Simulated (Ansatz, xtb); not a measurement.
**Ranking isomers of BLiNS2**

3 gas-phase structures of BLiNS2, found in a search over its isomers (lower ones may exist). Each was relaxed with GFN2-xTB:

A. a doublet given by its coordinates
B. a doublet given by its coordinates
C. `[Li][B]=NS[S]`, a doublet

B (Å):

| atom | x (Å) | y (Å) | z (Å) |
| --- | --- | --- | --- |
| B | 0.8084 | 0.4972 | -0.6359 |
| Li | 0.4471 | -0.5293 | 2.2764 |
| N | 0.4136 | -0.2505 | 0.3846 |
| S | -0.5190 | -1.6353 | 0.5847 |
| S | 1.4468 | 1.5971 | -1.6757 |

Close contacts (Å): B1–N3 1.33, B1–S5 1.64, Li2–N3 1.91, Li2–S4 2.24, N3–S4 1.68.

A (Å):

```yaml
atoms:
  - { symbol: B, position_ang: [0.0900, 0.5280, 1.3980] }
  - { symbol: Li, position_ang: [-2.2803, 2.0962, 0.0525] }
  - { symbol: N, position_ang: [1.1746, 0.7309, 2.0289] }
  - { symbol: S, position_ang: [-1.3586, 0.2127, 0.5583] }
  - { symbol: S, position_ang: [2.5379, 0.9870, 2.8162] }
```

Close contacts (Å): B1–N3 1.27, B1–S4 1.70, Li2–S4 2.16, N3–S5 1.60.

Problem. Which do you expect lowest at r2SCAN-D4/def2-SVP, and how would the others follow?

Solution. Calculated order at r2SCAN-D4/def2-SVP: B (0.000), A (0.692), C (2.857) eV.

Energies above the lowest of each column, in eV:

```
structure  GFN2-xTB  HF/STO-3G  r2SCAN-D4/def2-SVP
        B     0.000      0.000               0.000
        A     0.056      0.632               0.692
        C     1.258      3.491               2.857
```

Every level run on B puts it lowest or level with the lowest. Some further structures that were screened fall inside this span and aren't listed. Flexible structures stand in one conformer each, not always the lowest. Frequencies (B3LYP-D3(BJ)/def2-SVP) were run for B alone. Open shells are spin-unrestricted, some with notable spin contamination.

Programs: Ansatz 0.2.0, xtb 6.7.1.
